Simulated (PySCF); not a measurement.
# Correlation energy of Se²⁺ (selenium, charge +2)

[Ar] 3d10 4s1 4p3, high-spin 5S determinant (an excited configuration). Computed with PySCF 2.14 in aug-cc-pwCVTZ-PP with ECP10MDF (8s7p6d4f1g, 96 functions), with a scalar-relativistic core potential. Frozen: 3s2 3p6 3d10; 4 electrons correlated.

```tsv
level	correlation energy (mhartree)
CCSD	-26.46
(T)	-0.26
CCSD(T)	-26.72
```

Diagnostics: T1 = 0.00098, D1 = 0.0028, largest double amplitude 0.032.

Cost of the coupled-cluster step: roughly 16 core-seconds, for 4 correlated electrons.

Iterations:

```
CC2 = 0
CCSD nocc = (np.int64(4), np.int64(0)), nmo = (87, 87)
frozen orbitals [[0, 1, 2, 3, 4, 5, 6, 7, 8], [0, 1, 2, 3, 4, 5, 6, 7, 8]]
max_cycle = 100
direct = 0
conv_tol = 1e-08
conv_tol_normt = 1e-06
diis_space = 8
diis_start_cycle = 0
Init t2, MP2 energy = -0.0205172783484752
Init E_corr(UCCSD) = -0.0205172783486311
cycle = 1  E_corr(UCCSD) = -0.0249929973364102  dE = -0.00447571899  norm(t1,t2) = 0.0212358
cycle = 2  E_corr(UCCSD) = -0.026072295698886  dE = -0.00107929836  norm(t1,t2) = 0.00570426
cycle = 3  E_corr(UCCSD) = -0.0264591967575619  dE = -0.000386901059  norm(t1,t2) = 0.00161557
cycle = 4  E_corr(UCCSD) = -0.0264558557874075  dE = 3.34097015e-06  norm(t1,t2) = 6.48036e-05
cycle = 5  E_corr(UCCSD) = -0.0264558029585894  dE = 5.28288182e-08  norm(t1,t2) = 5.30308e-06
cycle = 6  E_corr(UCCSD) = -0.0264557779543249  dE = 2.50042645e-08  norm(t1,t2) = 2.41265e-07
cycle = 7  E_corr(UCCSD) = -0.0264557807114679  dE = -2.75714301e-09  norm(t1,t2) = 2.77721e-08
UCCSD converged
E(UCCSD) = -370.5767375710693  E_corr = -0.02645578071146791
UCCSD(T) correction = -0.000263322069602402
```
